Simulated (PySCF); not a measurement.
WO₃, SMILES [O]=[W](=[O])=[O], multiplicity 1. Atoms are numbered in the order given.

```xyz
4

W      0.0000     0.0000     0.0000
O      1.7292     0.0000     0.0000
O     -0.8646    -1.4975     0.0000
O     -0.8646     1.4975     0.0000
```

Coordinates come from a PBE0-D3(BJ)/def2-TZVP optimisation. A frequency run showed that this geometry is not a minimum. The multiplicity is an assumed one; other spin states were not compared. The isomer is the one that the SMILES or the coordinates give; other isomers of the formula were not compared. The def2 effective core potentials stand for the cores of W; spin–orbit coupling is left out.

All values below come from PBE0-D3(BJ)/def2-TZVP run with PySCF 2.14.0.

Frequencies are harmonic and unscaled.

Modes within 1.5 cm⁻¹ of each other (mostly degenerate sets) share a row, with their intensities summed.

| mode | ν (cm⁻¹) | IR (km/mol) | moving atoms (share of kinetic energy) |
|---|---|---|---|
| 1 | 240i | 174.7 | O 79 %, W 21 % |
| 2–3 | 301 | 3.8 | O 92 % |
| 4–5 | 965 | 553.6 | O 87 %, W 13 % |
| 6 | 1023 | 0.0 | O 100 % |
